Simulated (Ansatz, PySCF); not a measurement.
H3NZn (SMILES [NH2][ZnH]), singlet, at a GFN2-xTB geometry (such geometries of metal compounds can be far from the true shape), with bond 2-1 at 1.4 times its length. Base run: CASSCF(6,6)/def2-SVP run with PySCF.

PySCF was given this input:
```python
from pyscf import gto, scf, mcscf
import numpy

mol = gto.M(
    atom='''
Zn   -0.197554   -0.032555   -0.344318
H    -1.527784   -0.261362   -1.919658
N     0.690192    0.113541    1.218091
H     1.269720   -0.602420    1.626011
H     0.973280    0.980271    1.646453
''',
    basis='def2-svp',
    charge=0,
    spin=0,
    verbose=4,
)

mf = scf.RHF(mol)
mf.kernel()
mc = mcscf.CASSCF(mf, 6, 6)
mc.fix_spin_(ss=0.0)
mc.kernel()
occ = numpy.linalg.eigvalsh(mc.fcisolver.make_rdm1(mc.ci, mc.ncas, mc.nelecas))[::-1]
ss = mc.fcisolver.spin_square(mc.ci, mc.ncas, mc.nelecas)[0]
print('natural occupations', occ.round(4), ' <S^2>', round(ss, 4))
```

Programs used: Ansatz (a program for electronic structure), PySCF; a row that names a program was run with it.

The base run was repeated with changes; each row names its change, and settings that it needs were set with it.

```tsv
change	ΔE vs base (mEh)	natural occupations	<S^2> of the state
base	0.000	1.98 1.98 1.93 0.07 0.02 0.02	0.00
code = ansatz; correction = SC-NEVPT2, all electrons	-491.0	-	-
correction = SC-NEVPT2	-489.3	1.98 1.98 1.93 0.07 0.02 0.02	0.00
conv_tol = 1e-5	0.000	1.98 1.98 1.93 0.07 0.02 0.02	0.00
orbitals = fixed (CASCI)	54.701	2.00 2.00 1.97 0.03 0.00 0.00	0.00
code = ansatz	-8.703	-	-
solver = newton	1.985	1.98 1.98 1.93 0.07 0.02 0.02	0.00
orbitals = fixed (CASCI); correction = SC-NEVPT2	-488.5	2.00 2.00 1.97 0.03 0.00 0.00	0.00
fix_spin_ = off	0.000	1.98 1.98 1.93 0.07 0.02 0.02	0.00
active space = 6 electrons, 8 orbitals	-7.413	1.98 1.98 1.93 0.07 0.02 0.02 0.00 0.00	0.00
start = MP2 natural orbitals	-7.443	1.98 1.98 1.97 0.03 0.02 0.02	0.00
```

Active orbitals are taken around the Fermi level unless the row says otherwise; CASSCF can end in different local minima, and two programs can end on different orbitals. State-averaged rows give the lowest state.

Ansatz warned in this series: other orbitals give a lower active-space energy.
